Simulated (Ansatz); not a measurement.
Complex (SMILES): N#C (CH-N) with [H][H] (H2), atoms 1 to 3 the first; geometry from B3LYP-D3(BJ)/def2-TZVP, monomers rigid:
```xyz
5

C      0.0824     0.0127    -0.2975
N     -0.1799    -0.1015     0.8121
H      0.3266     0.1188    -1.3306
H     -0.9999    -0.4792     4.2527
H     -0.8279    -0.3991     3.5322
```

Basis-set convergence of the counterpoise-corrected interaction energy at PBE with Ansatz (a quantum-chemistry and plane-wave program). Cartesian d functions, on some or all atoms, in 6-31G**; all else is spherical. The program fits the integrals of some runs and decomposes those of others, by size. No added dispersion term, no relativity. Functions are those of the species that has most. Reference: the value in aug-pcseg-3, -0.49 kcal/mol. Deviations are taken from unrounded values.

```csv
basis,functions,counterpoise-corrected interaction energy (kcal/mol),minus reference (kcal/mol)
STO-3G,13,-0.31,0.18
6-31G,24,-0.49,-0.01
6-31G**,45,-0.50,-0.01
def2-SVPD,64,-0.46,0.02
def2-TZVPD,101,-0.48,0.01
pcseg-2,102,-0.49,-0.01
jun-cc-pV(T+d)Z,120,-0.48,0.01
def2-TZVPPD,125,-0.49,0.00
aug-pcseg-2,161,-0.48,0.01
cc-pVQZ,200,-0.49,0.00
pcseg-3,219,-0.49,0.00
cc-pV5Z,347,-0.49,0.00
pcseg-4,385,-0.49,0.00
```

The smallest set listed that lies within 0.1 kcal/mol of the reference with all its larger relatives (same family, alike in diffuse functions; a set with none counts only in the reference's own line) is 6-31G (24 functions, -0.01 kcal/mol off). (Relatives not listed, tested too: 6-31G* 0.07, 6-311G** -0.05, aug-cc-pVTZ 0.00, def2-QZVPPD 0.00, aug-cc-pVQZ 0.00, aug-pcseg-3 0.00 kcal/mol.)
